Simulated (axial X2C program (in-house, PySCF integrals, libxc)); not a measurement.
## Low determinants of RuB at the PBE0 level, spin-free

Calculated with an in-house all-electron X2C program for linear molecules (integrals from PySCF). Spin-free means the one-electron spin-free X2C Hamiltonian. Basis: Ru dyall-cv3z [12s12p8d5f3g], B dyall-v3z [7s6p2d1f] (cores contracted in-house); Gaussian nuclei, density fitting, unrestricted open shells. Masses: Ru 101.904 u, B 11.009 u.

Search at 1.694 Å (vertical energies from the lowest determinant):

```csv
ΔE (eV),state,electrons beyond evenly filled partner blocks,"electrons in σ, π, δ, φ"
0.00,"M_S = 1/2, Λ = 2","δ+α, δ+β, δ-α",22 20 7 0
0.39,"M_S = 3/2, Λ = 0","σα, δ+α, δ-α",23 20 6 0
0.78,"M_S = 1/2, Λ = 0","σβ, δ+α, δ-α",23 20 6 0
1.13,"M_S = 3/2, Λ = 2","2 × σα, δ+α, δ+β, δ-α",22 20 7 0
1.60,"M_S = 1/2, Λ = 0","σα, δ+β, δ-α",23 20 6 0
1.60,"M_S = 1/2, Λ = 4","σα, δ+α, δ+β",23 20 6 0
1.71,"M_S = 1/2, Λ = 2","2 × σα, δ+α, δ+β, δ-β",22 20 7 0
```

Lowest determinant, M_S = 1/2, Λ = 2 (beyond evenly filled blocks: δ+α, δ+β, δ-α): Re = 1.692 Å, ωe = 952.3 cm⁻¹.

The determinant in row 2 of the search, M_S = 3/2, Λ = 0 (beyond evenly filled blocks: σα, δ+α, δ-α), was followed along the bond at PBE0; measured from the minimum of the lowest determinant it gives:

Te = 0.326 eV (2629 cm⁻¹), Re = 1.760 Å, ωe = 844.9 cm⁻¹.

The determinant in row 3 of the search, M_S = 1/2, Λ = 0 (beyond evenly filled blocks: σβ, δ+α, δ-α), was followed along the bond at PBE0; measured from the minimum of the lowest determinant it gives:

Te = 0.730 eV (5892 cm⁻¹), Re = 1.754 Å, ωe = 855.0 cm⁻¹.

Compare the bond of the determinant in row 2 with that of the lowest one.

At PBE0 its Re is 0.068 Å longer and its force constant, which goes as ωe², is 0.79 times that of the lowest determinant. T0 ≈ Te + Δωe/2 = 2629 + (-54) = 2575 cm⁻¹.

The search compares states at one distance, so a state with another bond length can lie lower; it is not exhaustive and yields mostly the lowest determinant of each block pattern, so other components and higher states of one pattern are missing. These are energies of single determinants, not of spin-adapted states; PBE0 term energies can be off by some tenths of an eV, and the functional has no current term. The lowest determinant need not be the ground state where others lie within half an eV. Row 1 is spin-contaminated (⟨S²⟩ = 0.87 against 0.75), so its values are not those of a pure state. Row 3 is spin-contaminated (⟨S²⟩ = 1.82 against 0.75), so its values are not those of a pure state.
